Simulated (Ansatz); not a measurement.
## Loss of C2H6: C2H8GeO2 → Ge(OH)2 + C2H6

Species: C2H8GeO2 `C[CH2][GeH]([OH])[OH]`, singlet; Ge(OH)2, singlet; C2H6 (ethane) `CC`, singlet. 

Shapes, held fixed at every level: PBE0-D4/def2-TZVP. Flexible molecules stand in one conformer, not always the lowest. Programs: Ansatz 0.2.0. Electronic energies: no zero-point or thermal term.

```csv
level,kind,ΔE (kJ/mol),less CCSD(T)/def2-TZVPP
HF/def2-TZVPP,Hartree–Fock,+20.4,-20.9
PBE-D4/def2-TZVPP,GGA,+11.9,-29.4
B3LYP-D4/def2-TZVPP,global hybrid,+4.7,-36.6
PBE0-D4/def2-TZVPP,global hybrid,+32.1,-9.2
wB97M-V/def2-TZVPP,range-separated hybrid,+18.0,-23.3
B2PLYP/def2-TZVPP,double hybrid,+11.7,-29.6
CCSD/def2-TZVPP,coupled cluster or CI,+40.3,-1.0
CCSD(T)/def2-TZVPP,coupled cluster or CI,+41.3,0.0
```

The highest level, CCSD(T)/def2-TZVPP, gives ΔE = +41.3 kJ/mol; the levels span +4.7 to +41.3. The column of differences is taken from that level and isn't an error. No measured value is set beside it here. Relativity is left out for Ge unless named. Correlated rows may include outer-core shells of Ge, which these sets cover unevenly.
